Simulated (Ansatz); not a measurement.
Program: Ansatz. Geometries: PBE0-D4/def2-TZVP. ΔE: electronic, gas phase. CBS: MP2 limit from def2 TZ/QZ plus the TZ coupled-cluster correction, frozen cores. Each species was taken in one conformer, which may not be the lowest.

`COBS` + `BOCO` → `CBOCO` + `OBS`  (formal exchange of groups at a C–O bond)

```json
{"species": "`COBS`", "CCSD(T)/def2-TZVPP energy (Eh)": "-538.75217"}
{"species": "`BOCO`", "CCSD(T)/def2-TZVPP energy (Eh)": "-216.11065"}
{"species": "`CBOCO`", "CCSD(T)/def2-TZVPP energy (Eh)": "-255.37046"}
{"species": "`OBS`", "CCSD(T)/def2-TZVPP energy (Eh)": "-499.53067"}
```

**Question.** Work out ΔE.

**Answer.** ΔE = (-255.37046) + (-499.53067) − (-538.75217) − (-216.11065) = -0.03831 Eh = -1.04 eV. CCSD(T)/CBS gives -1.07 eV.

Largest T1 diagnostic among the species: 0.013.

At CCSD(T), def2-SVP lies +0.09 eV from the extrapolated value and def2-TZVPP +0.02 eV. In def2-TZVPP, CCSD(T) changes the Hartree–Fock value by −0.11 eV (the triples alone add −0.00 eV) and MP2 by −0.16 eV. Leaving LDA and LC-ωPBE aside and taking each functional with its dispersion term where it has one, the values, not all of them listed here, spread over 0.15 eV, from B97M-V to BLYP-D4. LDA lies −0.04 eV from PBE without D4.
